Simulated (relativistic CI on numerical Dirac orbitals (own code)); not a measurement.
From line strength to rate: Te 2259.03 Å (air)

Problem. For 5s2.5p4 3P_2 – 5s2.5p3.6s 5S°_2 of Te a semi-empirical relativistic CI calculation gives the line strength S = 0.3193 e²a₀² in the length gauge. The measured levels are 0.00 and 44253.00 cm⁻¹ (NIST Handbook). Find gf, f, A and the partial lifetime.

Working.
1. σ = 44253.00 − 0.00 = 44253.00 cm⁻¹, so the vacuum wavelength is 10⁸/σ = 2259.73 Å.
2. gf = 303.756 S/λ(Å) = 0.04293, log gf = -1.367; with g = 5 for the lower level, f = 0.00859.
3. A = 2.02613 × 10¹⁸ S/(g_u λ³) with g_u = 5: A = 1.12 × 10^7 s⁻¹.
4. The partial lifetime for this S is 1/A = 89.2 ns; in the calculation this line carries 93 % of the decay of the upper level.

Check. The Handbook lists A = 1.30 × 10^7 s⁻¹, a tabulated value with its own uncertainty (a few per cent for the best lines, 25 % or more for others); ours lies 14 % below it. The velocity form of the same calculation gives S = 0.187, and the gap between the two forms is a rough gauge of the error in S. With the computed energy (44784 cm⁻¹) in place of the measured one the rate would change by the factor (σ_calc/σ)³ = 1.04.
